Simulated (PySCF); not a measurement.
**Ionisation energy of As(26+) by level of theory**

As(26+) [He] 2s2 2p3 [2p1/2^2 2p3/2^1, M_J = 3/2] → As(27+) [He] 2s2 2p2 [2p1/2^2, M_J = 0], as a difference of total energies. Computed with PySCF 2.14 in an uncontracted even-tempered set (17 s from 8.4 bohr⁻², ratio 2.4; 12 p from 11 bohr⁻², ratio 2.4; 5 d from 40 bohr⁻², ratio 2.6; 4 f from 60 bohr⁻², ratio 2.6), with the two-component X2C-1e Hamiltonian. Correlated levels: nothing frozen; the 34 highest virtual spinors dropped. "Screened" scales the spin-orbit matrix elements by Boettger's factors to mimic the two-electron term; Breit and QED terms are absent.

```tsv
method	ionisation energy (eV)
GHF (spin-free)	2793.5
GMP2 (spin-free)	2793.4
GHF (screened spin-orbit)	2769.7
GMP2 (screened spin-orbit)	2768.2
```

For this ion Breit and QED terms and the two-electron picture change, all absent here, outweigh the correlation shift from GHF to GMP2.

The spin-free rows relax to the high-spin LS determinant and lack the spin-orbit shift.

The labels give the starting determinants; with spin-orbit coupling the two ends relaxed to ⟨J²⟩ = 3.76, ⟨L²⟩ = 0.97, ⟨S²⟩ = 2.64 and ⟨J²⟩ = 0.00, ⟨L²⟩ = 1.33, ⟨S²⟩ = 1.33.

For comparison: 2766 ± 21 eV (semi-empirical (NIST evaluation); NIST Atomic Spectra Database, ionization energies).
